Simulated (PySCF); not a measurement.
## As: excitation energy

As [Ar] 3d10 4s2 4p3 (4S) → As [Ar] 3d10 4s1 4p3 4d1 (6D), as a difference of total energies. All numbers are calculated (PySCF 2.14, scalar relativity through the core potential, in aug-cc-pVTZ-PP with one added diffuse shell each of s, d, f type with ECP10MDF (7s5p5d3f, 68 functions)). Correlated levels: valence: 3s2 3p6 3d10 frozen. The calculations carry no spin-orbit coupling.

```
           method  excitation energy (cm⁻¹)
              UHF                    100950
              LDA                    122770
              PBE                    119290
             PBE0                    117220
           r2SCAN                    116380
             BP86                    119600
           PBEsol                    118810
            B3LYP                    121500
    MP2 (valence)                    111590
SCS-MP2 (valence)                    114540
```

The upper state lies above the first ionisation limit, but in LS coupling its spin forbids autoionisation to the ground ion.

The promoted electron is Rydberg-like, and one or two diffuse shells describe it only roughly, which tends to raise the upper state.
